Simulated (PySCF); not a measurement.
Excitation energy of P+ by level of theory

P+ [Ne] 3s2 3p2 (3P) → P+ [Ne] 3s2 3p1 3d1 (high-spin determinant), as a difference of total energies. All numbers are calculated (PySCF 2.14, the non-relativistic Hamiltonian (point nucleus), in dyall-acv3z (19s12p6d4f, 113 functions)). Correlated levels: valence: [Ne] frozen; valence and next inner shell: 1s2 frozen; virtual orbitals above 40 to 60 times the deepest correlated orbital energy dropped. The calculations carry no spin-orbit coupling.

```tsv
method	excitation energy (cm⁻¹)
UHF	94596
LDA	86038
PBE	85560
PBE0	88517
r2SCAN	89477
TPSS	87277
M06-2X	89090
MN15	88867
MP2 (valence)	92130
SCS-MP2 (valence)	91905
MP2 (valence and next inner shell)	92119
SCS-MP2 (valence and next inner shell)	91938
```

A first-order spin-orbit estimate (lowest level to lowest level, LS coupling) adds 0.009 eV.

The promoted electron is Rydberg-like, and one or two diffuse shells describe it only roughly, which tends to raise the upper state.

The determinant of the upper state mixes LS terms, which raises its energy above the lowest term, most at the Hartree-Fock and MP2 levels.
